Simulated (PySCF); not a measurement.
Converging GaBr in the basis (MP2)

PySCF, RHF reference; singlet, unpaired electrons none; De to Ga + Br without counterpoise correction. Frozen cores follow the default of each basis and core potential.

```json
{"basis": "x2c-SVPall", "relativity": "spin-free X2C", "functions": "64", "Re (Å)": "2.350", "ωe (cm⁻¹)": "280", "De (eV)": "4.23", "frozen orbitals": "18"}
{"basis": "def2-TZVPP", "relativity": "no relativity", "functions": "96", "Re (Å)": "2.355", "ωe (cm⁻¹)": "277", "De (eV)": "4.50", "frozen orbitals": "18"}
{"basis": "def2-TZVPPD", "relativity": "no relativity", "functions": "111", "Re (Å)": "2.357", "ωe (cm⁻¹)": "275", "De (eV)": "4.51", "frozen orbitals": "18"}
```

Problem. How does each smaller set differ from the one with most functions, def2-TZVPPD?

Solution. x2c-SVPall: -0.7 pm, +1.8 % in ωe, -0.28 eV in De; def2-TZVPP: -0.2 pm, +0.7 % in ωe, -0.01 eV in De. All at MP2; the set with most functions is neither the basis-set limit nor always the best. The rows treat relativity differently, so the differences are not basis effects alone.

Correlated steps freeze 18 core orbitals. Correlated levels converge slowly with the basis: in double zeta they bind strong bonds too weakly, by up to about 1 eV, and carry superposition errors of some tenths. Where the molecule has an RHF reference, its open-shell atoms are computed with UHF.
